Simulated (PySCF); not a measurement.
Al(H)2(NHMe) (CH₆AlN), SMILES C[NH][AlH2]. Geometry optimised at B3LYP-D3(BJ)/def2-TZVP.

Computed equilibrium geometry at B3LYP-D3(BJ)/def2-TZVP (PySCF confirms it by a frequency run) as Cartesian coordinates in Å, and its point group:
point group Cs.
```xyz
9

Al     0.1172    -1.2272     0.0000
H     -0.9370    -2.4009     0.0000
H      1.6833    -1.4204     0.0000
N     -0.5050     0.4311     0.0000
C      0.2366     1.6844     0.0000
H     -1.5035     0.5866     0.0000
H      0.0204     2.2928    -0.8847
H      0.0204     2.2928     0.8847
H      1.3081     1.4777     0.0000
```
Charge 0, spin multiplicity 1.
